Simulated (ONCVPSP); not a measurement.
**Pseudopotential generation for Ta (Z = 73): ONCV, PBE, fully relativistic.**

ONCVPSP 4.0.1 input, shortened (lines: element, Z, core and valence counts, functional; n l f; lmax; l rc ep ncon nbas qcut; lloc lpopt rc5 dvloc0; l nproj debl; icmod fcfact rcfact), PBE, fully relativistic:

```
  Ta 73.00   10    3        4      upf
    1    0    2.00
    2    0    2.00
    2    1    6.00
    3    0    2.00
    3    1    6.00
    3    2   10.00
    4    0    2.00
    4    1    6.00
    4    2   10.00
    4    3   14.00
    5    0    2.00
    5    1    6.00
    5    2    2.00
    2
    0    1.10    0.00    4    7    5.10
    1    1.60    0.00    4    7    9.30
    2    1.75    0.00    4    7    5.40
    4    5    1.10    0.00
    0    2    3.30
    1    2    1.30
    2    2    2.30
    3    4.25    1.30
```

Open shells are filled in proportion to 2j + 1.

In the s channel the program set the typed energies aside and used -3.706, 0.250 Ha. In the p channel the program set the typed energies aside and used -2.374, 0.250 Ha (j = l + 1/2; the other j can differ).

All-electron outer shells of the reference configuration (PBE, scalar-relativistic, ld1.x):

```json
{"shell": "5p", "level (eV)": "-67.14", "outermost node (bohr)": "0.58", "outermost maximum (bohr)": "1.12"}
{"shell": "4f", "level (eV)": "-52.86", "outermost node (bohr)": "–", "outermost maximum (bohr)": "0.44"}
{"shell": "5d", "level (eV)": "-29.13", "outermost node (bohr)": "0.65", "outermost maximum (bohr)": "1.51"}
```

Calculated quality:

- Cutoffs needed: 95 Ha and 110 Ha (the cutoffs (Ha) at which the residual kinetic energy of the hardest occupied pseudo-wave falls to 1 and 0.1 mHa per electron)
- Ghost test: no bound ghost flagged; GHOST(+) flagged for s at 122.7 eV
- Largest excitation error: +47 meV (all-electron minus pseudo) for 5s2 5p6 5d3 6s2, out of 4 test configurations
- rms error of d²Exc/dni dnj: 12.54 mHa without and 6.48 mHa with the model core

Generation and tests took about 6.5 s on one core of a shared server CPU.
